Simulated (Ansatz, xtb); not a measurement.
# BrGeHSSi: where a starting geometry ends

The starting geometry of this gas-phase singlet was built from a drawn formula by distance geometry; its bonds are those of `[Ge]=[S]=[SiH]Br`.

| atom | x (Å) | y (Å) | z (Å) |
| --- | --- | --- | --- |
| Br | 0.5494 | 2.9320 | -0.4946 |
| Ge | -2.7974 | 1.2271 | -0.2461 |
| S | -1.5361 | 0.4083 | -1.4519 |
| Si | 0.1295 | 0.7858 | -0.9339 |
| H | 0.7099 | -0.1848 | -0.0349 |

Question: Where would you expect an optimisation with r2SCAN-D4/def2-SVP to take it?

Answer: A new bond forms, giving a structure given below by its coordinates. Distances that change by over a tenth: Ge2–S3 (1.93 → 2.26 Å), S3–Si4 (1.78 → 2.16 Å). Contacts that close: Ge2–Si4 (3.04 → 2.39 Å).

The energy falls by 4.84 eV over 14 steps:

```csv
step,E − E(last) (eV)
1,4.838
2,2.184
4,1.322
5,1.077
7,0.543
8,0.145
10,0.041
11,0.009
13,0.000
14,0.000
```

Final geometry (Å):

| atom | x (Å) | y (Å) | z (Å) |
| --- | --- | --- | --- |
| Br | 0.8368 | 2.8874 | -0.7439 |
| Ge | -2.6417 | 0.9690 | -0.0410 |
| S | -1.5951 | 0.3982 | -1.9663 |
| Si | -0.2749 | 0.9835 | -0.3576 |
| H | 0.7303 | -0.0697 | -0.0525 |

From the same start GFN2-xTB ends elsewhere, differing in Br1–Ge2 (2.43 against 4.03 Å here), Br1–Si4 (3.10 against 2.24 Å here), Ge2–Si4 (3.28 against 2.39 Å here).

No frequencies were run, so the end isn't proven a minimum. Run with Ansatz 0.2.0, 2.5 min on 1 thread of AMD EPYC (Zen 3), with other jobs on the host.
